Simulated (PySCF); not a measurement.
CH4AlFOS. Atoms are numbered in the order given.

```xyz
9

Al     0.0128    -0.8061     0.0000
F     -0.9466    -2.1794     0.0000
O      1.7219    -0.9039     0.0000
H      2.2085    -1.7425     0.0000
S     -0.8942     1.1639     0.0000
C      0.6428     2.1985     0.0000
H      1.5571     1.5771     0.0000
H      0.6315     2.8381     0.9024
H      0.6315     2.8381    -0.9024
```
Charge 0, spin multiplicity 1.

Geometry optimised at PBE-D3(BJ)/def2-SVP. The structure was generated by enumeration; whether it is a known compound was not checked. The values are those of a single conformer.

Method: PBE-D3(BJ)/def2-SVP in PySCF.

Frequencies are harmonic and unscaled.

Computed harmonic wavenumbers and intensities:
```
mode  ν (cm⁻¹)  IR (km/mol)           moving atoms (share of kinetic energy)
----  --------  -----------  -----------------------------------------------
1           57          1.1                   H 42 %, S 20 %, C 19 %, F 14 %
2           91          0.6                                   H 70 %, C 11 %
3          132          1.5           C 31 %, O 25 %, H 16 %, F 16 %, Al 9 %
4          210         24.2            F 40 %, O 17 %, S 14 %, C 13 %, H 9 %
5          225         11.1  O 24 %, S 22 %, Al 17 %, F 15 %, H 13 %, C 10 %
6          235         19.9                   Al 65 %, F 11 %, O 10 %, H 9 %
7          296        142.8                                   H 85 %, O 11 %
8          471         33.0                  S 46 %, Al 23 %, O 12 %, F 11 %
9          569        112.9                                   H 70 %, O 25 %
10         679          5.0                            C 60 %, S 31 %, H 8 %
11         803        170.9                   Al 40 %, F 28 %, O 21 %, H 9 %
12         916         87.0                          Al 51 %, O 24 %, F 22 %
13         934          7.0                                   H 85 %, C 14 %
14         956          6.9                                   H 82 %, C 15 %
15        1287          6.1                                   H 88 %, C 12 %
16        1407          5.8                                           H 96 %
17        1409          4.6                                           H 95 %
18        2990         20.4                                           H 98 %
19        3100          2.1                                   H 90 %, C 10 %
20        3110          0.6                                   H 90 %, C 10 %
21        3819         94.1                                           H 94 %
```
